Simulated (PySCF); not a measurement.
**Computed properties of Be(SH)2 (BeH2S2), SMILES [SH][Be][SH]**

BeH2S2, SMILES [SH][Be][SH]. The structure is a stationary point at r2SCAN-D4/def2-TZVP. One conformer was computed; it need not be the lowest. All values are computed for the isolated molecule unless a solvent is named; none is compared with measurement here.

**Structure.** The optimised structure has C2 symmetry. All 9 harmonic modes at r2SCAN-D4/def2-TZVP (PySCF) are real, so it is a minimum. With heavy atoms numbered as in [Be:1]([SH:2])[SH:4], the shortest bond between them is Be1–S2 at 1.903 Å and the longest Be1–S4 at 1.903 Å.

**Vibrations.** The strongest infrared lines (harmonic, unscaled, degenerate partners summed) lie at 1034 cm⁻¹ (295 km/mol, Be 87 %, S 13 %), 198 cm⁻¹ (27 km/mol, Be 75 %, H 14 %, S 11 %), 197 cm⁻¹ (27 km/mol, Be 76 %, H 13 %, S 11 %). The softest mode is at 197 cm⁻¹ and the zero-point energy is 12.3 kcal/mol.

**Electronic structure.** CAM-B3LYP/def2-TZVPD (PySCF) places the frontier levels at -9.18 and -0.08 eV, a gap of 9.10 eV, and gives a dipole moment of 0.97 D and a mean polarisability of 59.4 bohr³.

**Excitations.** TDA-CAM-B3LYP/def2-SVPD (PySCF) has S1 at 5.86 eV (211 nm, f = 0.003, weak); the most intense of the 10 singlets computed lies at 6.70 eV (f = 0.31). T1 (TDA) is at 5.53 eV, 0.33 eV under S1. No vertical singlet excitation falls in the visible range (under 3.1 eV).

**NMR.** GIAO shifts at PBE0/pcSseg-2 (PySCF) (non-relativistic, atoms alike by connectivity averaged): ¹H at 0.6 ppm against TMS.
